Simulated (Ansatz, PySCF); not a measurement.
Noncovalent pair: NH3 (SMILES N) (first 4 atoms) with PH3 (SMILES P); geometry from B3LYP-D3(BJ)/def2-TZVP, rigid monomers moved along the line of their centres of mass till N1···P5 is 3.71 Å.
(charge 0, multiplicity 1):
```csv
atom,x (Å),y (Å),z (Å)
N,-0.0643,-0.1165,0.0765
H,-0.9063,-0.6806,0.0766
H,-0.3421,0.8358,-0.1314
H,0.5202,-0.4387,-0.6864
P,-0.0792,0.5258,3.7272
H,1.1663,1.0260,3.2794
H,0.2797,0.5981,5.1026
H,0.3084,-0.8290,3.6003
```

Interaction energies are E(AB) − E(A) − E(B) at the monomers' geometry in the complex; basis-set methods are counterpoise corrected. Rows marked so take none.

Correlated levels freeze the cores. CBS(a, b) extrapolates the correlation energy as X⁻³ and adds the Hartree–Fock energy of set b. Rows in 3-21G, 6-311+G**, 6-31G*, STO-3G carry no dispersion term and start afresh at each structure (6-31G* with six Cartesian d functions). MP2/6-31G* freezes PySCF's default core.

The values were computed with Ansatz (Gaussian orbitals); PySCF for 3-21G rows, 6-311+G** rows, 6-31G* rows, STO-3G rows, the dispersion terms. 

Other levels give for the interaction energy: PBE/def2-TZVPPD -1.07; B3LYP/def2-TZVPPD -0.59; B3LYP-D3(BJ)/def2-TZVPPD -1.40; wB97M-V/def2-TZVPPD -1.39; CCSD(T)/CBS(aug-cc-pV(D+d)Z, aug-cc-pV(T+d)Z) -1.40 kcal/mol.

### Question
What do these common cheap choices give for the same quantity: HF/STO-3G (no counterpoise), HF/3-21G (no counterpoise), HF/6-31G*, BP86/6-31G* (no counterpoise), B3LYP/3-21G (no counterpoise), B3LYP/6-31G* (no counterpoise), B3LYP/6-311+G** (no counterpoise), MP2/6-31G* (no counterpoise)?

### Answer
HF/STO-3G (no counterpoise) -0.48; HF/3-21G (no counterpoise) -2.50; HF/6-31G* -0.81; BP86/6-31G* (no counterpoise) -1.49; B3LYP/3-21G (no counterpoise) -3.21; B3LYP/6-31G* (no counterpoise) -1.80; B3LYP/6-311+G** (no counterpoise) -0.89; MP2/6-31G* (no counterpoise) -2.08 kcal/mol. They span -3.21 to -0.48 kcal/mol.

Ansatz is a program for electronic structure.
